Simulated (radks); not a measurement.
Question: The table gives one normalised radial function P(r) = r R(r) of Te27+ in [Ar] 3d7 (r in bohr). Calculated with a radial shooting solver on a logarithmic mesh with Libxc functionals: scalar-relativistic Kohn-Sham, PBE, spin-polarised, spherical densities, finite nucleus; open shells are filled with parallel spins first (spin-orbit coupling, left out, can overturn this in heavy ions); Fermi nuclear charge, rms radius 4.7423 fm.

r         P
0.00156    0.0124
0.002254   0.0236
0.00323    0.0445
0.00463    0.0836
0.00669    0.1579
0.009589   0.2894
0.01374    0.5165
0.0197     0.8850
0.02846    1.4416
0.0408     2.1261
0.05848    2.7673
0.08449    3.0180
0.1211     2.5559
0.1736     1.5308
0.2488     0.5677
0.3595     0.1031
0.5152     0.0075
0.7385     0.0001
1.067      0.0000
1.529      0.0000

Which n and l does it have? It may be an empty orbital.

Answer: n = 2, l = 1: the number of nodes gives n - l - 1 = 0, the rise at small r (about r^(l+1), flatter next to the nucleus through relativity) gives l, and the extent must fit the shell. The curve is that of 2p down; the table hardly tells the two spins apart. 2p down: eigenvalue -5388.8 eV, 0 radial nodes, <r> = 0.104 bohr, 90 % of the charge inside 0.169 bohr.
